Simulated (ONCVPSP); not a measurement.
## An all-electron radial function and its pseudo partner (indium)

Columns: radius, all-electron u(r) and pseudo u(r) of the 4s shell (level -121.34 eV) of indium in the configuration [Ar] 3d10 4s2 4p6 4d10 5s1 5p2; PBE, scalar-relativistic, ONCV scheme, ONCVPSP 4.0.1.

| r (bohr) | all-electron | pseudo |
| --- | --- | --- |
| 0.090 | 0.4631 | 0.0364 |
| 0.180 | -0.3189 | 0.1155 |
| 0.270 | -0.7119 | 0.2618 |
| 0.360 | -0.3591 | 0.4721 |
| 0.450 | 0.2472 | 0.7164 |
| 0.540 | 0.7730 | 0.9497 |
| 0.630 | 1.1081 | 1.1289 |
| 0.720 | 1.2567 | 1.2259 |
| 0.810 | 1.2648 | 1.2347 |
| 0.900 | 1.1848 | 1.1692 |
| 0.990 | 1.0585 | 1.0535 |
| 1.080 | 0.9150 | 0.9141 |
| 1.170 | 0.7724 | 0.7722 |
| 1.260 | 0.6407 | 0.6405 |
| 1.350 | 0.5243 | 0.5241 |
| 1.440 | 0.4246 | 0.4245 |
| 1.530 | 0.3411 | 0.3410 |
| 1.620 | 0.2722 | 0.2721 |
| 1.710 | 0.2160 | 0.2159 |
| 1.800 | 0.1706 | 0.1706 |
| 1.890 | 0.1343 | 0.1343 |
| 1.980 | 0.1054 | 0.1054 |
| 2.070 | 0.0825 | 0.0825 |
| 2.160 | 0.0645 | 0.0644 |
| 2.250 | 0.0503 | 0.0502 |
| 2.340 | 0.0391 | 0.0391 |

Question: How many radial nodes do the two functions have?

Answer: The all-electron 4s function has n − l − 1 = 3 (the table is too coarse to show those close to the nucleus); the pseudo-wave has 0, since the states of the same l below it are removed with the core.

Question: At about which radius was the pseudo-wave matched?

Answer: 1.20 bohr, where the columns begin to agree (steps of 0.09 bohr).

Question: Is the pseudo-wave norm-conserving?

Answer: Yes: the ONCV scheme keeps the norm inside the radius equal to the all-electron one, which fixes the energy derivative of the logarithmic derivative at the level.
